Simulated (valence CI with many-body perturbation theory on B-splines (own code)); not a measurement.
## Cd¹⁷⁺: calculated level list

Computed by valence CI with perturbative core correlation (CI+MBPT): three valence electrons over a frozen Dirac-Fock core [Ar] 3d10, a basis of 11 s, 11 p, 9 d, 7 f, 5 g, 2 h, 1 i functions for each j, with the one-electron correlation potential Σ1, the two-electron term Σ2, the three-electron term Σ3, Breit, model QED; selected CI, second order for the rest (own B-spline code, finite nucleus).

No measured levels were compared; by estimate levels hold to about 250 cm⁻¹ or 0.2 % of their energy and the worst to 1 %, as in measured heavy ions of charge 2 to 7; those with d or f electrons hold less well.

Levels 46 to 67 of 67, with energies above the lowest level, (4s^2 4p1/2) J=1/2. "Leading %" is the weight of the configuration and term that name the level; weights of strongly mixed levels are sums over their largest components and can fall short. In the jj column 3d3/2^4 stands for four electrons in 3d with j = 3/2. Lifetimes count E1, E2, E3, M1 and M2 decay at the calculated energies, and are blank where another channel may lead or the interval is too uncertain; long ones can be off by a factor of two.

| No. | Configuration | Term | J | E (cm⁻¹) | Leading % | Leading jj | Lifetime | Second component |
| --- | --- | --- | --- | --- | --- | --- | --- | --- |
| 46 | 4p²4d | ²F | 7/2 | 1295100 | 40 | 4p1/2 4p3/2 4d3/2 (76 %) | 50.5 ps | 28 % 4p²4d ⁴F |
| 47 | 4p²4d | ²P | 3/2 | 1296900 | 40 | 4p1/2 4p3/2 4d3/2 (86 %) | 19.7 ps | 31 % 4p²4d ⁴D |
| 48 | 4p²4d | ⁴D | 1/2 | 1299300 | 84 | 4p1/2 4p3/2 4d3/2 (97 %) | 22.9 ps | 14 % 4p²4d ²P |
| 49 | 4p²4d | ⁴F | 7/2 | 1301900 | 46 | 4p1/2 4p3/2 4d5/2 (95 %) | 36.5 ps | 36 % 4p²4d ⁴D |
| 50 | 4p²4d | ⁴F | 9/2 | 1314100 | 55 | 4p1/2 4p3/2 4d5/2 (89 %) | 45.1 ps | 40 % 4p²4d ²G |
| 51 | 4p²4d | ⁴D | 5/2 | 1323300 | 48 | 4p1/2 4p3/2 4d5/2 (69 %) | 17.9 ps | 17 % 4p²4d ⁴F |
| 52 | 4p²4d | ⁴D | 3/2 | 1323600 | 43 | 4p1/2 4p3/2 4d5/2 (78 %) | 14.7 ps | 41 % 4p²4d ²P |
| 53 | 4p²4d | ²G | 7/2 | 1339800 | 56 | 4p1/2 4p3/2 4d5/2 (48 %) | 29.3 ps | 16 % 4p²4d ⁴F |
| 54 | 4p²4d | ⁴P | 5/2 | 1353300 | 52 | 4p1/2 4p3/2 4d5/2 (63 %) | 5.45 ps | 37 % 4p²4d ²D |
| 55 | 4p²4d | ²P | 1/2 | 1357200 | 42 | 4p1/2 4p3/2 4d3/2 (58 %) | 7.46 ps | 31 % 4p²4d ⁴P |
| 56 | 4p²4d | ⁴P | 3/2 | 1357600 | 45 | 4p1/2 4p3/2 4d3/2 (73 %) | 5.46 ps | 22 % 4p²4d ²D |
| 57 | 4p²4d | ⁴D | 7/2 | 1370100 | 51 | 4p3/2^2 4d5/2 (92 %) | 31.5 ps | 33 % 4p²4d ²F |
| 58 | 4p²4d | ²G | 9/2 | 1376300 | 49 | 4p3/2^2 4d5/2 (86 %) | 43.0 ps | 42 % 4p²4d ⁴F |
| 59 | 4p²4d | ²D | 5/2 | 1378100 | 44 | 4p1/2 4p3/2 4d3/2 (36 %) | 6.00 ps | 27 % 4p²4d ²F |
| 60 | 4p²4d | ²P | 1/2 | 1380400 | 56 | 4p3/2^2 4d3/2 (36 %) | 6.15 ps | 34 % 4p²4d ⁴P |
| 61 | 4p²4d | ²D | 3/2 | 1388000 | 79 | 4p1/2 4p3/2 4d5/2 (64 %) | 13.5 ps | 6 % 4p²4d ²P |
| 62 | 4p²4d | ²D | 3/2 | 1400300 | 48 | 4p3/2^2 4d3/2 (83 %) | 5.66 ps | 33 % 4p²4d ⁴P |
| 63 | 4p²4d | ²P | 1/2 | 1401500 | 59 | 4p1/2 4p3/2 4d5/2 (66 %) | 8.33 ps | 21 % 4p²4d ²S |
| 64 | 4p²4d | ²F | 5/2 | 1406200 | 35 | 4p3/2^2 4d3/2 (55 %) | 5.07 ps | 24 % 4p²4d ⁴P |
| 65 | 4p²4d | ²F | 7/2 | 1422000 | 67 | 4p3/2^2 4d3/2 (52 %) | 5.10 ps | 19 % 4s4p4f ²F |
| 66 | 4p²4d | ²S | 1/2 | 1439500 | 54 | 4p3/2^2 4d3/2 (44 %) | 6.35 ps | 26 % 4p²4d ⁴P |
| 67 | 4s²5s | ²S | 1/2 | 1442100 | 98 | 4s^2 5s (98 %) | 2.16 ps |  |

Where two levels of one J and parity lie close, their mixing, g and order are uncertain.
